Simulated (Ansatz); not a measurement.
Consider the ligand exchange at a Ge–C bond: `N=[C](S)[GeH3]` + HCl → `[Cl][GeH3]` + `N=CS`.

Gas-phase electronic energies from Ansatz, PBE0-D4/def2-TZVP geometries. CCSD(T)/CBS is the MP2 limit (def2-TZVPP, def2-QZVPP) plus CCSD(T) − MP2 in def2-TZVPP, frozen cores. This one scheme is used for every species. Functionals use def2-TZVPP. B3LYP here is the variant with VWN-RPA as its local correlation; programs differ in this. For Ge outer-core shells are correlated without core-valence functions, which leaves a few kJ/mol of doubt a bond. Scalar relativity is left out up to krypton. One conformer a species, not always the lowest.

| level | ΔE (kJ/mol) |
| --- | --- |
| PBE0-D4 | -89.6 |
| B3LYP-D4 | -89.4 |
| ωB97X-V | -93.3 |
| ωB97M-V | -91.9 |
| B2PLYP | -92.6 |
| MP2/def2-TZVPP | -83.8 |
| MP2/def2-QZVPP | -84.1 |
| HF/CBS(def2) | -116.4 |

Task: What does CCSD(T)/CBS give? (Estimate.)

Result: Computed: -82.7 kJ/mol. The listed levels differ from it by -6.9, -6.7, -10.6, -9.2, -9.9, -1.1, -1.4, -33.7 kJ/mol.

Largest T1 diagnostic among the species: 0.014.

The D4 term adds +7.7 kJ/mol with B3LYP and +4.3 kJ/mol with PBE0; it sums over pairs of atoms, weighted by their polarisabilities, and B3LYP, whose exchange is more repulsive, gets the larger term. From PBE to PBE0 (25 % exact exchange), in def2-TZVPP and without D4, ΔE moves by −5.8 kJ/mol.
